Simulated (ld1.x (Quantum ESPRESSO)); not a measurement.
Varying the TM potential for tin

Base potential:

* Element: tin
* Generator: ld1.x (Quantum ESPRESSO) 7.5
* Type: norm-conserving Troullier–Martins (Kleinman–Bylander form)
* Functional: PBE
* Relativity: scalar-relativistic
* Frozen core: [Kr]
* Valence charge: 14
* Reference configuration: 4d10 5s1 5p3
* Partial waves: 5s (bound): rc 1.60 bohr; 5p (bound): rc 2.50 bohr; 4d (bound): rc 1.45 bohr
* Local potential: the d channel
* Core correction: Bessel-smoothed model core inside 0.85 bohr

Cutoffs, loose and tight: the cutoffs (Ry, on a coarse ladder) from which the occupation-weighted sum of valence levels, in a spherical-Bessel basis at the reference potential, stays within 10 and 1 mRy of its value at 400 Ry. They do not see the model core or the augmentation charge, which bear on the density cutoff. Test errors are all-electron minus pseudo excitation energies from the reference, over the configurations 4d10 5s2 5p2; 4d10 5s2 5p1; 4d10 5s2 5p0; 4d9 5s2 5p3; 4d9 5s2 5p2; 4d10 5s1 5p2; 4d10 5s0 5p0. A dash means not determined; rows that change the core or the reference have their own tests. The largest error is taken over the tests solved by every variant that gives reliable tests at all: 4d10 5s0 5p0; 4d10 5s1 5p2; 4d10 5s2 5p0; 4d10 5s2 5p1; 4d10 5s2 5p2; 4d9 5s2 5p3.

A true bound ghost makes a file unfit for plane-wave use even where its test errors are small: the radial tests pick states by their node count and pass the ghost by. Where a test does run into it, the solver fails or the error is huge.

| change | outcome | cutoff, loose | cutoff, tight | bound ghosts | largest test error (meV) |
| --- | --- | --- | --- | --- | --- |
| base | generated | 90 Ry | 140 Ry | s, p | -195 |
| wave 5p (bound): rc 2.50 bohr becomes 5p (bound): rc 1.56 bohr | generated | 110 Ry | 160 Ry | s, p | -248 |
| wave 5p (bound): rc 2.50 bohr becomes 5p (bound): rc 1.94 bohr | generated | 90 Ry | 140 Ry | s, p | -195 |
| wave 5p (bound): rc 2.50 bohr becomes 5p (bound): rc 2.18 bohr | generated | 90 Ry | 140 Ry | s, p | -195 |
| wave 5p (bound): rc 2.50 bohr becomes 5p (bound): rc 2.38 bohr | generated | 90 Ry | 140 Ry | s, p | -196 |
| wave 5p (bound): rc 2.50 bohr becomes 5p (bound): rc 2.72 bohr | generated | 90 Ry | 140 Ry | s, p | -192 |
| wave 5p (bound): rc 2.50 bohr becomes 5p (bound): rc 2.96 bohr | generated | 90 Ry | 140 Ry | s, p | -188 |
| wave 5p (bound): rc 2.50 bohr becomes 5p (bound): rc 3.26 bohr | generated | 90 Ry | 140 Ry | s, p | -189 |
| wave 5p (bound): rc 2.50 bohr becomes 5p (bound): rc 3.42 bohr | generated | 90 Ry | 140 Ry | s, p | -237 |
| wave 5p (bound): rc 2.50 bohr becomes 5p (bound): rc 3.68 bohr | generated | 90 Ry | 140 Ry | s, p | -315 |

Reading the sweep of the p radius (base included, trends over the rows without a ghost): Bound ghosts are found at 1.56, 1.94, 2.18, 2.38, 2.5, 2.72, 2.96, 3.26, 3.42, 3.68 bohr. Every judged row has one, so this setting neither creates nor removes them.
